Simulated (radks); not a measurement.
Question: The molybdenum ion Mo4+ is in [Kr] 4d2. Method: non-relativistic Kohn-Sham, PBE, spin-polarised, spherical densities, point nucleus; computed with a radial shooting solver on a logarithmic mesh with Libxc functionals. Open shells are filled with parallel spins first. One electron is removed from 4d, 4s, 3d, 4p in turn, with full relaxation. Which removal costs least, and what does each cost?

Answer: 4d 54.727 eV; 4p 91.153 eV; 4s 115.42 eV; 3d 292.51 eV. The 4d electron leaves first.
